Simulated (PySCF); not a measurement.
Computed Raman spectrum (relative Raman activity) of a molecule C₂H₆ClFSi. Geometry optimised at PBE0-D3(BJ)/def2-SVP. One conformer was computed; it need not be the lowest. Method: PBE0-D3(BJ)/def2-SVP (PySCF). Frequencies are harmonic and unscaled.

Lines under 2 % of the strongest are left out, and lines within 2 cm⁻¹ are merged.

ν (cm⁻¹): 540 (w), 658 (w), 820 (w), 828 (w), 985 (vw), 1066 (vw), 1244 (vw), 1420 (w), 1475 (w), 1478 (w), 2288 (vs), 3053 (s), 3060 (vs), 3109 (s), 3155 (s), 3158 (m) (against the strongest line: vs over 80 %, s over 45 %, m over 15 %, w over 4 %, vw less)

Question: Pick the molecule that these values belong to.
A) CC[Si@@H](F)Cl
B) F[C@H]([SiH3])CCl
C) F[SiH2]CCCl
D) F[C@@H](Cl)C[SiH3]

Answer: A, CC[Si@@H](F)Cl
